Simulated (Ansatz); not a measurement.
Consider the homolysis of the B–Si bond: `O[SiH2]B(F)F` → `F[B]F`• + `O[SiH2]`•.

Gas-phase electronic energies from Ansatz, PBE0-D4/def2-TZVP geometries. CCSD(T)/CBS is the MP2 limit (def2-TZVPP, def2-QZVPP) plus CCSD(T) − MP2 in def2-TZVPP, frozen cores. This one scheme is used for every species. DFT in def2-TZVPP. HSE06 is defined as in plane-wave codes. No spin–orbit coupling; open shells (•) take unrestricted orbitals. Each species was taken in one conformer, which may not be the lowest.

```json
{"level": "HSE06-D4", "ΔE (eV)": "3.77"}
{"level": "ωB97M-V", "ΔE (eV)": "4.01"}
```

Q: What does CCSD(T)/CBS give? (An estimate is asked.)

A: Computed: +3.96 eV. The listed levels differ from it by -0.19, 0.05 eV.

Largest T1 diagnostic among the species: 0.015.

From PBE to PBE0 (25 % exact exchange), in def2-TZVPP and without D4, ΔE moves by +0.06 eV. At CCSD(T), def2-SVP lies −0.17 eV from the extrapolated value and def2-TZVPP −0.09 eV: correlation converges slowly with the basis, and small sets miss more of it in the bonded molecule than in its fragments.
